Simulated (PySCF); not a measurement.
LDA on Te²⁺ (tellurium, charge +2)

Configuration: [Kr] 4d10 5s2 5p1 6s1, high-spin 3P determinant (an excited configuration). Calculation: PySCF 2.14, in aug-cc-pVTZ-DK3; the spin-free X2C one-electron Hamiltonian (Gaussian nucleus).

- Total energy: -6785.58 hartree
- One-electron energy: -9273.93 hartree
- Hartree (Coulomb) energy: 2658.92 hartree
- Exchange-correlation energy: -170.57 hartree
- ⟨S²⟩: 2.0006
- ⟨L²⟩: 2.194
- Sum of ⟨r⟩: 33.03 bohr
- Sum of ⟨r²⟩: 54.06 bohr²
- Traceless quadrupole moment −½Σ⟨3z² − r²⟩ along its main axis: -4.35 e·bohr²
- Langevin diamagnetic susceptibility: -42.8 ×10⁻⁶ cm³/mol

| shell | electrons | mean orbital energy (eV) | spread (eV) | rms radius, mean of both spins (bohr) |
| --- | --- | --- | --- | --- |
| 1s α | 1 | -31546.7 | 0 | 0.0318 |
| 1s β | 1 | -31546.6 | 0 | 0.0318 |
| 2s α | 1 | -4860.7 | 0 | 0.130 |
| 2s β | 1 | -4860.7 | 0 | 0.130 |
| 2p α | 3 | -4372.8 | 0.080 | 0.115 |
| 2p β | 3 | -4372.7 | 0.124 | 0.115 |
| 3s α | 1 | -986.82 | 0 | 0.344 |
| 3s β | 1 | -986.78 | 0 | 0.344 |
| 3p α | 3 | -827.66 | 0.224 | 0.345 |
| 3p β | 3 | -827.61 | 0.271 | 0.345 |
| 3d α | 5 | -584.43 | 0.200 | 0.323 |
| 3d β | 5 | -584.39 | 0.243 | 0.323 |
| 4s α | 1 | -187.94 | 0 | 0.813 |
| 4s β | 1 | -187.84 | 0 | 0.813 |
| 4p α | 3 | -138.33 | 0.577 | 0.877 |
| 4p β | 3 | -138.21 | 0.690 | 0.877 |
| 4d α | 5 | -65.653 | 0.605 | 1.05 |
| 4d β | 5 | -65.454 | 0.774 | 1.05 |
| 5s α | 1 | -36.836 | 0 | 2.05 |
| 5s β | 1 | -35.965 | 0 | 2.05 |
| 5p α | 1 | -25.756 | 0 | 2.42 |
| 6s α | 1 | -12.642 | 0 | 4.56 |

The outer electron is Rydberg-like, and this basis confines it to a smaller radius and binds it less than a complete one would.

Densities and radii are taken from the X2C orbitals without a picture-change correction, which distorts them close to the nucleus.
